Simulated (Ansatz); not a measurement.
Total energies of C$_{2}$H$_{3}$Cl$_{2}$FSi$_{2}$, SMILES `F[SiH](Cl)C#C[SiH2]Cl`.

Cartesian coordinates in Å:
```
F 1.155 -0.327 3.093
Si -0.064 -0.883 2.247
Cl 0.077 -2.906 2.164
C 0.038 -0.208 0.567
C 0.064 0.248 -0.557
Si 0.128 0.927 -2.249
Cl -1.563 2.026 -2.591
H -1.317 -0.499 2.913
H 1.306 1.810 -2.371
H 0.177 -0.188 -3.217
```

The species carries charge 0 and has multiplicity 1. All single points use the PBE0-D4/def2-TZVP geometry. Basis def2-TZVPP, Ansatz 0.2.0.

RPA on PBE orbitals: Hartree–Fock energy of these orbitals -1673.97051 Eh, correlation -1.86387 Eh (frozen core).

```csv
functional,energy without D4 (Eh),D4 term (kJ/mol)
PBE,-1676.61974,-29.8
r2SCAN0,-1677.26158,-9.0
```

(1) Give the same for LDA (SPW92), revPBE, BLYP, r2SCAN, B97M-V, PBE0, B3LYP, r2SCANh, HSE06 (plane-wave form), BHLYP, CAM-B3LYP, LC-ωPBE, ωB97X-V, ωB97M-V, B2PLYP, PBE-QIDH. (Best estimate.)

B3LYP takes the VWN-RPA correlation (the form of Gaussian; ORCA's B3LYP/G). HSE06 is the plane-wave form, built on full-range PBE exchange. The double hybrids freeze the cores in their second-order part.

## Answers

(1) The calculation gave: 
| functional | energy without D4 (Eh) | D4 term (kJ/mol) |
| --- | --- | --- |
| LDA (SPW92) | -1670.84964 | – |
| revPBE | -1677.14122 | -79.8 |
| BLYP | -1677.44937 | -64.0 |
| r2SCAN | -1677.29934 | -7.5 |
| B97M-V | -1677.08125 | – |
| PBE0 | -1676.75620 | -25.6 |
| B3LYP | -1677.56795 | -48.3 |
| r2SCANh | -1677.28360 | -8.1 |
| HSE06 (plane-wave form) | -1676.71964 | -24.1 |
| BHLYP | -1677.42084 | -39.7 |
| CAM-B3LYP | -1677.47283 | -26.5 |
| LC-ωPBE | -1676.93889 | – |
| ωB97X-V | -1677.21158 | – |
| ωB97M-V | -1677.36611 | – |
| B2PLYP | -1676.88621 | – |
| PBE-QIDH | -1676.40169 | – |

LC-ωPBE has ω = 0.4 bohr⁻¹.
